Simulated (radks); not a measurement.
Task: Excited configurations of the gold ion Au3+: one electron is placed in a higher orbital outside [Xe] 4f14 5d7. The ground configuration is [Xe] 4f14 5d8. Method: Dirac Kohn-Sham, PBE, spin-unpolarised, spherical densities, point nucleus; open shells fill j = l - 1/2 first; computed with a radial shooting solver on a logarithmic mesh with Libxc functionals. Excitation = E - E(ground); binding = E(ion) - E, where the ion is the core of charge +4; n* = 4/sqrt(2 binding) in atomic units, and the quantum defect is n - n*.

outer orbital  excitation (eV)  binding (eV)     n*  quantum defect  eigenvalue (eV)  <r> (bohr)
6s1/2                    7.208        39.570  2.345           3.655          -34.723       2.243
6f5/2                   36.676        10.102  4.642           1.358           -8.705       6.649
7d3/2                   35.465        11.313  4.387           2.613           -9.965       6.727
7f5/2                   39.783         6.996  5.578           1.422           -6.169       10.37

Estimate the row for 7s1/2.

Result: excitation (eV) 27.870; binding (eV) 18.909; n* 3.393; quantum defect 3.607; eigenvalue (eV) -16.829; <r> (bohr) 4.461. The Delta-SCF ionisation energy is 46.778 eV (NIST Atomic Spectra Database: 45 eV, theoretical). Self-interaction in the functional shifts the binding energies and quantum defects, so they are the method's values and not measured ones. Spin polarisation and multiplet splitting are left out, so open shells lie too high by an amount that depends on their filling.

Beside tabulated values, note that spin-unpolarised runs miss the spin-polarisation part of the exchange energy of open shells.
